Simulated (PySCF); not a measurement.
OZn (SMILES [O]=[Zn]), singlet, at a GFN2-xTB geometry (such geometries of metal compounds can be far from the true shape). Base run: BLYP/6-31G** (PySCF).

PySCF was given this input:
```python
from pyscf import gto, scf, dft

mol = gto.M(
    atom='''
Zn   -0.000000   -0.000000   -0.338227
O     0.000000    0.000000    1.268352
''',
    basis='6-31g**',
    charge=0,
    spin=0,
    verbose=5,
)

mf = dft.RKS(mol)
mf.xc = 'blyp'
mf.kernel()
mf.analyze()
```

Each row names what was changed in the base input (with any setting that the change needs).

| change | ΔE vs base (mEh) | fitting functions | dipole (D) | outcome |
|---|---|---|---|---|
| base | 0.000 | - | 4.38 | converged |
| auxbasis = def2-universal-jkfit | -0.079 | 341 | 4.38 | converged |
| auxbasis = def2-tzvp-ri | -9881.5 | 261 | 4.37 | converged |
| auxbasis = autoaux | -0.080 | 492 | 4.38 | converged |
| auxbasis = cc-pvtz-jkfit | - | - | - | input refused |
| auxbasis = cc-pvtz-ri | - | - | - | input refused |
| auxbasis = even-tempered beta=1.6 | -0.003 | 708 | 4.38 | converged |
| auxbasis = even-tempered beta=2.0 | -0.165 | 475 | 4.38 | converged |
| auxbasis = even-tempered beta=3.0 | -30.684 | 313 | 4.38 | converged |
| auxbasis = def2-universal-jfit | -0.317 | 138 | 4.38 | converged |

A fitting set is made for a task (jfit for Coulomb, jkfit for Coulomb and exchange, ri for correlation) and for a family of orbital bases.

- auxbasis = cc-pvtz-jkfit: ended with `pyscf.lib.exceptions.BasisNotFoundError: Basis set not found for Zn in cc-pvtz-jkfit`
- auxbasis = cc-pvtz-ri: ended with `pyscf.lib.exceptions.BasisNotFoundError: Basis set not found for Zn in cc-pvtz-ri`
